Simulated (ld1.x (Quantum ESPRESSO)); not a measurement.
# Ta (Z = 73): excitation energies, all-electron against TM

ld1.x (Quantum ESPRESSO) 7.5 input, shortened:

```
&input
   title='Ta', zed=73., rel=1, dft='PBE', iswitch=3,
   config='[Xe] 4f14 5d3 6s0.5 6p0'
 /
 &inputp
   pseudotype=2, tm=.true., lloc=2,
   nlcc=.true., new_core_ps=.true., rcore=2.00
 /
3
6S  1  0   0.50   0.00  2.35  2.35  0.0
6P  2  1   0.00   0.00  3.20  3.20  0.0
5D  3  2   3.00   0.00  2.85  2.85  0.0
 &test
   configts(1)='5d3 6s0.5 6p0'
 /
```

Energies are relative to the spin-unpolarised reference configuration 5d3 6s0.5 6p0; without spin polarisation the order of configurations can differ from experiment. Not all tests gave a result: 1 of 7 tests not solved or not reliable. Left out of the table: 5d3 6s0 6p2 (solver errors, printed error -2.3 eV).

Question: Give the all-electron excitation energy and the error of the potential for: 5d3 6s2 6p0; 5d3 6s1 6p0; 5d3 6s0 6p0; 5d3 6s0 6p1; 5d1 6s0 6p0; 5d2 6s0 6p0.

Answer:

```tsv
valence configuration	charge	ΔE all-electron (eV)	error AE − PS (meV)
5d3 6s2 6p0	0	-15.102	-13
5d3 6s1 6p0	+1	-6.635	-0.9
5d3 6s0 6p0	+2	8.337	-7.1
5d3 6s0 6p1	+1	-1.556	-3.0
5d1 6s0 6p0	+4	66.983	-666
5d2 6s0 6p0	+3	31.941	-153
```

Levels in the configuration 5d3 6s2 6p0:

| level | all-electron (eV) | pseudo (eV) |
| --- | --- | --- |
| 5d | -3.591 | -3.588 |
| 6s | -5.442 | -5.424 |

These tests converged, but a pseudo level misses the all-electron one widely, so the file describes the atom poorly there or has found another state: 5d1 6s0 6p0: empty 6s by 3.8 eV (a node warning on the way); 5d2 6s0 6p0: empty 6p by 4.5 eV.

Note: ghost states, extra bound levels that the all-electron valence spectrum of the same l lacks: s at -37.5 eV, p at -7.0 eV. A true bound ghost makes a file unfit for plane-wave use.
